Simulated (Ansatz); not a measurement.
`C[SiH]1CCO1` + `[F][Y]([Cl])[Cl]` → `Cl[SiH]1CCO1` + `[CH3][Y]([F])[Cl]`  (redistribution)

Gas-phase electronic energies from Ansatz, PBE0-D4/def2-TZVP geometries. CCSD(T)/CBS adds triple-zeta CCSD(T) − MP2 to the extrapolated MP2 energy (def2 sets, frozen cores). Functionals use def2-TZVPP. def2 core potentials past Kr. For Y outer-core shells are correlated without core-valence functions, which leaves a few kJ/mol of doubt a bond.

```
          level  ΔE (kJ/mol)
           PBE0        143.3
  HF/def2-TZVPP        160.0
CCSD/def2-TZVPP        145.0
   HF/CBS(def2)        160.8
```

(1) What does CCSD(T)/CBS give? (An estimate is asked.)

Largest T1 diagnostic among the species: 0.013.

Answers

(1) Ansatz gave: +144.1 kJ/mol. The listed levels differ from it by -0.8, 15.9, 0.9, 16.7 kJ/mol.

In def2-TZVPP, CCSD(T) changes the Hartree–Fock value by −16.9 kJ/mol (the triples alone add −1.8 kJ/mol) and MP2 by −17.1 kJ/mol. From PBE to PBE0 (25 % exact exchange), in def2-TZVPP and without D4, ΔE moves by +5.8 kJ/mol.
